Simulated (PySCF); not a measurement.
C4H5P3S

Cartesian coordinates in Å; atom numbers follow the order of the lines, from 1:
```xyz
13

C    -2.4851    0.2315    0.4125
S    -1.0414    0.7226    1.3919
C     0.2029    0.2746    0.2151
P     0.4870    0.9176   -1.5043
C     1.5321    0.9220    0.0790
P     2.9836   -0.2283    0.1805
C     2.0976   -1.4853   -0.4930
P     0.3470   -1.2057   -0.8898
H    -3.3663    0.4786    0.9948
H    -2.4777    0.7850   -0.5250
H    -2.4411   -0.8398    0.2251
H     1.6493    1.8984    0.5486
H     2.5078   -2.4704   -0.6533
```

Method used: GIAO B3LYP/pcSseg-1 magnetisability, rotational g tensor and spin-rotation constants, non-relativistic, gas phase in PySCF 2.14.0. Geometry: GFN2-xTB.

The bonding changed while the geometry was optimised; results refer to the coordinates, not to the name.

(1) What are the magnetisability and the molar susceptibility?

(2) Split it along the inertial axes a, b, c into diamagnetic and paramagnetic parts about the centre of mass, with the quadrupole moment.

(3) And the rotational g tensor?

## Answers

(1) Isotropic -1699 × 10⁻³⁰ J/T², or -102.3 × 10⁻⁶ cm³/mol; principal values -1842, -1691, -1565 × 10⁻³⁰ J/T², anisotropy 240 × 10⁻³⁰ J/T² (root of half the summed squared differences of the principal values). The susceptibility is in cgs units.

(2) 
```
axis  χ (10⁻⁶ cm³/mol)  diamagnetic (10⁻⁶ cm³/mol)  paramagnetic (10⁻⁶ cm³/mol)  summed x² of all electrons (Å²)  quadrupole Θ (D Å)
   a            -102.2                      -709.3                        607.1                            280.1               +4.21
   b            -103.4                     -1501.5                       1398.1                             93.4               -2.90
   c            -101.4                     -1584.9                       1483.5                             73.8               -1.30
```
Anisotropies 2χaa − χbb − χcc = +0.3 and 2χbb − χaa − χcc = -3.2 × 10⁻⁶ cm³/mol. Θ is traceless in Buckingham's convention.

(3) 
| axis | rotational constant (GHz) | g | nuclear part | electronic part |
| --- | --- | --- | --- | --- |
| a | 1.9263 | -0.0316 | 0.5178 | -0.5494 |
| b | 0.8328 | -0.0116 | 0.5354 | -0.5470 |
| c | 0.7803 | -0.0120 | 0.5319 | -0.5439 |

Asymmetric top; isotopes 12C, 1H, 31P, 32S; no vibrational averaging.
